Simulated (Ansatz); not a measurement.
`CC1=CC(C(F)(F)F)=[O+][Ti-]([F])([Cl])([Cl])[O]1` and `CC1=CC(C(F)(F)F)=[O+][In-]([CH3])([CH3])[O]1` differ in one atom or group.

Ansatz, PBE0-D4/def2-TZVP geometries, multiplicity 1. 

Elements past krypton have def2 core potentials. Scalar relativity is left out up to krypton.

```
                             property  `CC1=CC(C(F)(F)F)=[O+][Ti-]([F])([Cl])([Cl])[O]1`
  LUMO energy (B3LYP/def2-TZVPP) / eV                                              -3.66
 HOMO–LUMO gap (PBE0/def2-TZVPP) / eV                                               4.94
HOMO–LUMO gap (B3LYP/def2-TZVPP) / eV                                               4.51
    HOMO energy (PBE/def2-TZVPP) / eV                                              -7.19
  HOMO energy (B3LYP/def2-TZVPP) / eV                                              -8.17
LUMO energy (ωB97M-V/def2-TZVPP) / eV                                              -1.37
```

Q: Give the same properties after the change, and the shifts. (Estimate.)

A: Computed: 
| property | `CC1=CC(C(F)(F)F)=[O+][In-]([CH3])([CH3])[O]1` | shift |
| --- | --- | --- |
| LUMO energy (B3LYP/def2-TZVPP) / eV | -2.16 | 1.50 |
| HOMO–LUMO gap (PBE0/def2-TZVPP) / eV | 5.13 | 0.19 |
| HOMO–LUMO gap (B3LYP/def2-TZVPP) / eV | 4.72 | 0.21 |
| HOMO energy (PBE/def2-TZVPP) / eV | -5.98 | 1.21 |
| HOMO energy (B3LYP/def2-TZVPP) / eV | -6.88 | 1.29 |
| LUMO energy (ωB97M-V/def2-TZVPP) / eV | 0.13 | 1.50 |

With PBE0 the HOMO rises by 1.30 eV and the LUMO rises by 1.49 eV, so the gap widens by about 0.19 eV. PBE moves the HOMO by 1.21 eV and ωB97M-V by 1.31 eV.

B3LYP here is the variant with VWN-RPA as its local correlation; programs differ in this.
